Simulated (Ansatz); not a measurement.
Consider the redistribution: `C=C([SiH3])[SiH2]O` + `C[O][In]([CH3])[SH]` → `[CH3][In]([SH])[SiH2]O` + `C=C([SiH3])OC`.

Calculated with Ansatz (gas phase, PBE0-D4/def2-TZVP geometries, no zero-point term in ΔE). CCSD(T)/CBS is the MP2 limit (def2-TZVPP, def2-QZVPP) plus CCSD(T) − MP2 in def2-TZVPP, frozen cores. Functionals use def2-TZVPP. B3LYP here is the variant with VWN-RPA as its local correlation; programs differ in this. Elements past krypton have def2 core potentials. For In outer-core shells are correlated without core-valence functions, which leaves a few kJ/mol of doubt a bond. Each species was taken in one conformer, which may not be the lowest.

Task: Is it downhill or uphill in electronic energy at CCSD(T)/CBS, and by how much? (Estimate.)

Result: Computed: Uphill: ΔE = +16.3 kcal/mol.

Task: What do these levels give: PBE-D4, r2SCAN-D4, ωB97X-V, B2PLYP, r2SCAN, PBE0, B3LYP, CCSD/def2-TZVPP, CCSD(T)/def2-TZVPP, HF/def2-QZVPP, SCS-MP2/def2-QZVPP, CCSD/CBS(def2)? (Best estimate.)

Result: Computed: PBE-D4 9.6, r2SCAN-D4 12.3, ωB97X-V 13.5, B2PLYP 14.5, r2SCAN 12.2, PBE0 10.2, B3LYP 12.2, CCSD/def2-TZVPP 15.3, CCSD(T)/def2-TZVPP 15.4, HF/def2-QZVPP 16.4, SCS-MP2/def2-QZVPP 17.6, CCSD/CBS(def2) 16.3 kcal/mol.

Largest T1 diagnostic among the species: 0.015.

From PBE to PBE0 (25 % exact exchange), in def2-TZVPP and without D4, ΔE moves by +0.9 kcal/mol.
